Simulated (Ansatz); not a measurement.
`C[Si](N)(Cl)Cl`, charge 0, multiplicity 1.

Question: Give a relaxed structure at PBE0-D4/def2-TZVP (Ansatz). (Best estimate.)

Answer: Computed: 
```xyz
10

C    -0.456    0.567    1.230
Si   -0.295   -0.074   -0.493
N     1.203   -0.833   -0.741
Cl   -1.724   -1.483   -0.908
Cl   -0.647    1.504   -1.779
H     0.329    1.300    1.436
H    -0.369   -0.253    1.946
H    -1.421    1.058    1.366
H     1.324   -1.450   -1.528
H     2.055   -0.337   -0.530
```
This is one stationary point; other conformers may exist.
